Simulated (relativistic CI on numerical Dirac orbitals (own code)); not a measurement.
**Spin-allowed bands of a d2 ion in an octahedral site, by hand**

Problem. Take Δ = 20600 cm⁻¹ and B = 630 cm⁻¹ for a d2 ion in an octahedral site. Calculate the three spin-allowed bands.

Working.
1. The terms of highest spin are 3F (energy 0) and 3P (15B = 9450 cm⁻¹). Here the F term splits into A2 at +1.2Δ = 24720, T2 at +0.2Δ = 4120 and T1 at −0.6Δ = -12360 cm⁻¹.
2. The two T1 states mix through the element 0.4Δ: H = [[-12360, 8240], [8240, 9450]], with roots ½(H₁₁ + H₂₂) ∓ ½√[(H₂₂ − H₁₁)² + 4H₁₂²] = ½(-2910) ∓ ½(27336) = -15123 and 12213 cm⁻¹.
3. The ground term is 3T1 at -15123 cm⁻¹.
4. Bands: 3T2 19243 cm⁻¹ (520 nm), 3T1(P) 27336 cm⁻¹ (366 nm), 3A2 39843 cm⁻¹ (251 nm).

Check. Exact diagonalisation of the whole d2 shell with these parameters gives 3T2 19243, 3T1 27336, 3A2 39843 cm⁻¹. The match is exact, since without spin-orbit coupling no other term has this spin. The ratio of the second band to the first, 1.421, depends on Δ/B = 32.7 alone, which is how a Tanabe-Sugano diagram is read.
